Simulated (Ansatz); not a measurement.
isopropylamine (C$_{3}$H$_{9}$N), singlet, geometry from GFN2-xTB. Base run: BLYP/6-31G run with Ansatz (a first-principles code).

Geometry (Å):
```xyz
13

C     -0.5507     1.2083     0.5578
C     -0.0207     0.1068    -0.3565
C      1.4180    -0.2527     0.0060
N     -0.8514    -1.0781    -0.1829
H      0.0771     2.0929     0.4907
H     -0.5594     0.8543     1.5850
H     -1.5661     1.4816     0.2780
H     -0.0358     0.4804    -1.3999
H      1.8017    -1.0177    -0.6658
H      1.4508    -0.6376     1.0215
H      2.0579     0.6229    -0.0645
H     -0.5301    -1.8290    -0.7842
H     -1.8154    -0.8751    -0.4239
```
Charge 0, spin multiplicity 1.
All else is at Ansatz's defaults.
Base energy -174.32916 Eh.

The base run was repeated with changes; each row names its change, and settings that it needs were set with it.

```json
[
 {"change": "base", "ΔE vs base (kcal/mol)": "0.000"},
 {"change": "final_grid = 10, 20, 41", "ΔE vs base (kcal/mol)": "0.000"},
 {"change": "accuracy = high", "ΔE vs base (kcal/mol)": "0.008"},
 {"change": "final_grid = 6, 12, 29", "ΔE vs base (kcal/mol)": "0.013"},
 {"change": "final_grid = 14, 28, 59", "ΔE vs base (kcal/mol)": "0.000"},
 {"change": "lower_state_search = off", "ΔE vs base (kcal/mol)": "0.000"},
 {"change": "point_charge = charge:1.0 position_ang:-3.2666, -0.8039, -3.8362", "ΔE vs base (kcal/mol)": "2.90"},
 {"change": "fitting.mean_field = cc-pVTZ-JKFIT", "ΔE vs base (kcal/mol)": "-0.033"},
 {"change": "nuclear_model = gaussian", "ΔE vs base (kcal/mol)": "0.010"},
 {"change": "point_charge = charge:0.5 position_ang:2.7075, 3.6199, 2.6931", "ΔE vs base (kcal/mol)": "-0.624"},
 {"change": "lower_state_search = light", "ΔE vs base (kcal/mol)": "0.000"}
]
```
